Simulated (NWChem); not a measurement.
Molecule: C6H10; SMILES C#CCCCC

```xyz
16

C      0.8334    -2.5139     0.2108
C      0.0465    -1.6667    -0.1516
C     -0.8977    -0.6383    -0.5737
C     -1.0366     0.5256     0.4172
C      0.2506     1.2997     0.6859
C      0.8318     2.0043    -0.5312
H      1.5280    -3.2701     0.5259
H     -1.8847    -1.1071    -0.7267
H     -0.5904    -0.2617    -1.5647
H     -1.4268     0.1290     1.3688
H     -1.8081     1.2116     0.0261
H      0.0455     2.0435     1.4743
H      1.0011     0.6098     1.1089
H      1.1436     1.2917    -1.3111
H      1.7216     2.5935    -0.2618
H      0.1022     2.6959    -0.9840
```
Atoms are numbered in this order, from 1.

Program: NWChem. All runs use the structure optimised with PBE0/def2-SVP.

Problem. Predict the results for B3LYP/def2-SVPD. Quantities: highest occupied level (eV); orbital gap (eV); dipole (D).

Solution. 
```yaml
highest occupied level (eV): -7.41
orbital gap (eV): 7.74
dipole (D): 0.75
```
